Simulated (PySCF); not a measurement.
Cl₂CrO₂, charge -1, doublet, geometry from GFN2-xTB (such geometries of metal compounds can be far from the true shape) (the multiplicity is a formal guess) (in this run its highest filled SCF level lies above zero, so its values depend strongly on the basis, on diffuse functions most of all); PySCF with PBE/def2-SVP.

The PySCF input:
```python
from pyscf import gto, scf, dft

mol = gto.M(
    atom='''
Cr    0.51488801   -0.08957386    0.16574168
O     1.49344484   -0.62031087   -0.92091094
O     0.80823630    0.21989280    1.66181866
Cl   -0.52366646    1.64271278   -0.67333183
Cl   -1.28637832   -1.32782353    0.09068111
''',
    basis='def2-svp',
    charge=-1,
    spin=1,
    verbose=4,
)

mf = dft.UKS(mol)
mf.xc = 'pbe'
mf.grids.atom_grid = (99, 590)
mf.grids.prune = None
mf.kernel()
```

What the program printed (banner, timings and long lists left out):

```
PySCF version 2.14.0

[INPUT] verbose = 4
[INPUT] num. atoms = 5
[INPUT] num. electrons = 75
[INPUT] charge = -1
[INPUT] spin (= nelec alpha-beta = 2S) = 1
[INPUT] symmetry False subgroup None
[INPUT] Mole.unit = angstrom
[INPUT] Symbol           X                Y                Z      unit          X                Y                Z       unit  Magmom
[INPUT]  1 Cr     0.514888010000  -0.089573860000   0.165741680000 AA    0.972997323722  -0.169270063320   0.313206382625 Bohr   0.0
[INPUT]  2 O      1.493444840000  -0.620310870000  -0.920910940000 AA    2.822201729745  -1.172217656391  -1.740269461716 Bohr   0.0
[INPUT]  3 O      0.808236300000   0.219892800000   1.661818660000 AA    1.527345250932   0.415537168764   3.140382136092 Bohr   0.0
[INPUT]  4 Cl    -0.523666460000   1.642712780000  -0.673331830000 AA   -0.989586190021   3.104277255523  -1.272412749652 Bohr   0.0
[INPUT]  5 Cl    -1.286378320000  -1.327823530000   0.090681110000 AA   -2.430902717378  -2.509222813453   0.171362462572 Bohr   0.0

nuclear repulsion = 483.178732713211
number of shells = 39
number of NR pGTOs = 193
number of NR cGTOs = 95
basis = def2-svp
ecp = {}

******** <class 'pyscf.dft.uks.UKS'> ********
method = UKS
initial guess = minao
damping factor = 0
level_shift factor = 0
DIIS = <class 'pyscf.scf.diis.CDIIS'>
diis_start_cycle = 1
diis_space = 8
diis_damp = 0
SCF conv_tol = 1e-09
SCF conv_tol_grad = None
SCF max_cycles = 50
direct_scf = True
direct_scf_tol = 1e-13
number electrons alpha = 38  beta = 37
XC library pyscf.dft.libxc version 7.1.2
    S. Lehtola, C. Steigemann, M. J. T. Oliveira, and M. A. L. Marques,  SoftwareX 7, 1–5 (2018)
XC functionals = pbe
    J. P. Perdew, K. Burke, and M. Ernzerhof,  Phys. Rev. Lett. 77, 3865 (1996)
    J. P. Perdew, K. Burke, and M. Ernzerhof,  Phys. Rev. Lett. 78, 1396 (1997)
    J. P. Perdew, K. Burke, and M. Ernzerhof,  Phys. Rev. Lett. 77, 3865 (1996)
    J. P. Perdew, K. Burke, and M. Ernzerhof,  Phys. Rev. Lett. 78, 1396 (1997)
radial grids:
    Treutler-Ahlrichs [JCP 102, 346 (1995); DOI:10.1063/1.469408] (M4) radial grids

becke partition: Becke, JCP 88, 2547 (1988); DOI:10.1063/1.454033
pruning grids: None
grids dens level: 3
symmetrized grids: False
atomic radii adjust function: <function treutler_atomic_radii_adjust>
User specified grid scheme (99, 590)
small_rho_cutoff = 0
Set gradient conv threshold to 3.16228e-05
tot grids = 292056
init E= -2114.38802171461

cycle= 1 E= -2113.69475042414  delta_E= 0.693  |g|= 1.13  |ddm|= 2.49
cycle= 2 E= -2110.25142034505  delta_E= 3.44  |g|= 2.33  |ddm|= 9.22
cycle= 3 E= -2111.02436964033  delta_E= -0.773  |g|= 3.24  |ddm|= 9.22
cycle= 4 E= -2113.81537955743  delta_E= -2.79  |g|= 1.21  |ddm|= 1.02
cycle= 5 E= -2114.18597794125  delta_E= -0.371  |g|= 0.504  |ddm|= 0.36
cycle= 6 E= -2114.24889046042  delta_E= -0.0629  |g|= 0.197  |ddm|= 0.444
cycle= 7 E= -2114.27298824846  delta_E= -0.0241  |g|= 0.015  |ddm|= 0.256
cycle= 8 E= -2114.27284102458  delta_E= 0.000147  |g|= 0.0245  |ddm|= 0.0253
cycle= 9 E= -2114.27302197079  delta_E= -0.000181  |g|= 0.0129  |ddm|= 0.0234
cycle= 10 E= -2114.27309214279  delta_E= -7.02e-05  |g|= 0.00151  |ddm|= 0.00942
cycle= 11 E= -2114.27309348896  delta_E= -1.35e-06  |g|= 0.000509  |ddm|= 0.00173
cycle= 12 E= -2114.27309383653  delta_E= -3.48e-07  |g|= 0.000222  |ddm|= 0.00132
cycle= 13 E= -2114.27309388141  delta_E= -4.49e-08  |g|= 7.06e-05  |ddm|= 0.000498
cycle= 14 E= -2114.27309388383  delta_E= -2.42e-09  |g|= 2.3e-05  |ddm|= 9.45e-05
cycle= 15 E= -2114.2730938841  delta_E= -2.65e-10  |g|= 5.9e-06  |ddm|= 2.94e-05
Extra cycle  E= -2114.2730938839  delta_E= 1.98e-10  |g|= 2.2e-05  |ddm|= 2.36e-05
converged SCF energy = -2114.2730938839  <S^2> = 0.75785474  2S+1 = 2.0078394
```
